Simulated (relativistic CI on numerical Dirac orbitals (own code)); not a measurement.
# Electric-dipole lines of Cs⁴⁵⁺

Computed by Dirac-Coulomb-Breit CI, KLI orbitals optimised for each configuration, QED by a radiative potential, unscaled Slater integrals (own radial code, finite nucleus).

CI space (outside the closed core 1s2): 2s2 2p6, 2s2 2p5 3s, 2s2 2p5 3p, 2s2 2p5 3d, 2s 2p6 3s, 2s 2p6 3p, 2s 2p6 3d, 2s2 2p5 4s, 2s2 2p5 4p, 2s2 2p5 4d, 2s2 2p5 4f, 2s 2p6 4s, 2s 2p6 4p, 2s2 2p4 3s2, 2s 2p6 4d, 2s 2p6 4f. Levels of other configurations are missing.

```
λ vac (Å)                  Lower                  Upper   A (s⁻¹)        gf  Branching (%)
   1.9031       2s2 2p6 1S_0 [1]  2s2 2p5 4d 3D°_1 [69]  1.74e+14  2.84e-01           84.8
   2.0109       2s2 2p6 1S_0 [1]  2s2 2p5 4d 1P°_1 [53]  2.91e+14  5.28e-01           90.2
   2.3559       2s2 2p6 1S_0 [1]   2s 2p6 3p 1P°_1 [33]  1.26e+14  3.15e-01           98.1
   2.4441       2s2 2p6 1S_0 [1]  2s2 2p5 3d 3D°_1 [26]  5.41e+14  1.45e+00          100.0
   2.6084       2s2 2p6 1S_0 [1]  2s2 2p5 3s 3P°_1 [19]  1.63e+14  4.99e-01          100.0
   2.6156       2s2 2p6 1S_0 [1]  2s2 2p5 3d 1P°_1 [17]  5.91e+14  1.82e+00          100.0
   7.2220   2s2 2p5 3s 3P°_2 [2]   2s2 2p5 4p 3D_3 [42]  1.20e+13  6.59e-01           81.7
   7.3864   2s2 2p5 3s 3P°_2 [2]   2s2 2p5 4p 3D_2 [41]  7.47e+12  3.06e-01           39.8
   7.3896   2s2 2p5 3s 3P°_2 [2]   2s2 2p5 4p 3P_1 [40]  1.31e+13  3.22e-01           70.4
   7.4318    2s2 2p5 3p 3P_1 [4]  2s2 2p5 4d 3D°_2 [49]  1.22e+13  5.05e-01           39.0
   7.4357   2s2 2p5 3p 3D_1 [20]  2s2 2p5 4d 3F°_2 [68]  2.57e+13  1.06e+00           82.1
   7.4428    2s2 2p5 3p 3D_2 [5]  2s2 2p5 4d 3D°_2 [49]  1.26e+13  5.24e-01           40.4
   7.4435    2s2 2p5 3p 3P_1 [4]  2s2 2p5 4d 3P°_1 [47]  2.11e+13  5.26e-01           64.5
   7.4499    2s2 2p5 3p 3D_2 [5]  2s2 2p5 4d 3F°_3 [48]  2.58e+13  1.50e+00           82.4
   7.8426    2s2 2p5 3p 1P_1 [7]  2s2 2p5 4d 1D°_2 [51]  2.10e+13  9.70e-01           66.2
   7.8430   2s2 2p5 3p 3P_1 [22]  2s2 2p5 4d 3P°_2 [70]  2.82e+13  1.30e+00           88.6
   7.8504    2s2 2p5 3p 3D_3 [6]  2s2 2p5 4d 3F°_4 [50]  3.17e+13  2.64e+00           99.7
   7.8534   2s2 2p5 3p 3D_2 [23]  2s2 2p5 4d 3F°_3 [71]  3.16e+13  2.05e+00           99.7
   7.8723   2s 2p6 3p 3P°_2 [32]    2s 2p6 4d 3D_3 [84]  3.15e+13  2.05e+00           92.6
   7.8727    2s2 2p5 3p 3P_2 [8]  2s2 2p5 4d 3D°_3 [52]  2.54e+13  1.65e+00           80.4
   8.2932  2s2 2p5 3d 3P°_0 [10]   2s2 2p5 4f 3D_1 [54]  3.12e+13  9.66e-01           46.4
   8.3183  2s2 2p5 3d 3P°_1 [11]   2s2 2p5 4f 3D_2 [56]  3.68e+13  1.91e+00           55.2
   8.3272  2s2 2p5 3d 3P°_1 [11]   2s2 2p5 4f 3D_1 [54]  3.13e+13  9.76e-01           46.5
   8.3299  2s2 2p5 3d 3F°_2 [24]   2s2 2p5 4f 3G_3 [72]  6.13e+13  4.47e+00           93.3
   8.3330  2s2 2p5 3d 3F°_3 [12]   2s2 2p5 4f 3F_3 [57]  1.26e+13  9.18e-01           19.1
   8.3439  2s2 2p5 3d 3F°_3 [12]   2s2 2p5 4f 3G_4 [55]  6.08e+13  5.71e+00           92.7
   8.3446    2s 2p6 3d 3D_1 [34]   2s 2p6 4f 3F°_2 [86]  5.49e+13  2.86e+00           81.0
   8.3575  2s2 2p5 3d 3D°_2 [13]   2s2 2p5 4f 3F_3 [57]  4.71e+13  3.46e+00           71.6
   8.3628  2s2 2p5 3d 3D°_2 [13]   2s2 2p5 4f 3D_2 [56]  2.32e+13  1.22e+00           34.9
   8.3637    2s 2p6 3d 3D_2 [35]   2s 2p6 4f 3F°_3 [87]  5.72e+13  4.20e+00           84.5
   8.4118  2s2 2p5 3d 3F°_4 [14]   2s2 2p5 4f 3F_4 [61]  7.57e+12  7.23e-01           11.7
   8.4248  2s2 2p5 3d 3F°_4 [14]   2s2 2p5 4f 3G_5 [58]  6.47e+13  7.58e+00           99.9
   8.4277  2s2 2p5 3d 3D°_1 [26]   2s2 2p5 4f 3F_2 [73]  5.42e+13  2.89e+00           81.8
   8.4336  2s2 2p5 3d 3P°_2 [27]   2s2 2p5 4f 3D_3 [75]  6.19e+13  4.62e+00           94.7
   8.4412  2s2 2p5 3d 1D°_2 [15]   2s2 2p5 4f 1F_3 [60]  5.36e+13  4.01e+00           82.0
   8.4451    2s 2p6 3d 3D_3 [36]   2s 2p6 4f 3F°_4 [88]  6.45e+13  6.21e+00           96.3
   8.4500  2s2 2p5 3d 3F°_3 [28]   2s2 2p5 4f 3G_4 [74]  6.46e+13  6.23e+00           99.9
   8.4780  2s2 2p5 3d 3D°_3 [16]   2s2 2p5 4f 3F_4 [61]  5.69e+13  5.52e+00           87.8
   8.4823  2s2 2p5 3d 3D°_3 [16]   2s2 2p5 4f 1F_3 [60]  1.10e+13  8.32e-01           16.8
   8.5124    2s 2p6 3d 1D_2 [37]   2s 2p6 4f 1F°_3 [89]  5.94e+13  4.52e+00           89.4
   8.5868  2s2 2p5 3d 1P°_1 [17]   2s2 2p5 4f 1D_2 [59]  3.48e+13  1.92e+00           53.0
   8.6659  2s2 2p5 3s 3P°_1 [19]   2s2 2p5 4f 1D_2 [59]  1.81e+13  1.02e+00           27.6
   58.465    2s2 2p5 3p 3D_2 [5]  2s2 2p5 3d 3F°_3 [12]  1.52e+11  5.45e-01           96.7
   64.995   2s2 2p5 3s 3P°_2 [2]    2s2 2p5 3p 3D_3 [6]  1.58e+11  7.01e-01          100.0
   90.380    2s2 2p5 3p 3D_3 [6]  2s2 2p5 3d 3F°_4 [14]  4.97e+10  5.48e-01          100.0
```

Terms are leading LS components. Brackets give the number of a level in order of energy, since labels repeat. The list gives strong lines, with weight on those to low levels, without lines whose two gauges differ by over a factor of 2.5, among the lowest 89 of 94 levels, so that lines to higher ones, which can be the strongest, are missing. Levels whose partners in the same complex of configurations lie outside the list can be far off, and so can their lines. Rates are taken at the computed energies, electric ones in the length gauge.

At this charge energies of transitions that change n are usually good to better than 1 %, and those within a shell (Δn = 0) to a few per cent.

LS names give the leading component of a level, which can be under half, so a name can repeat, a term be missing and a line seem to break the LS rules.
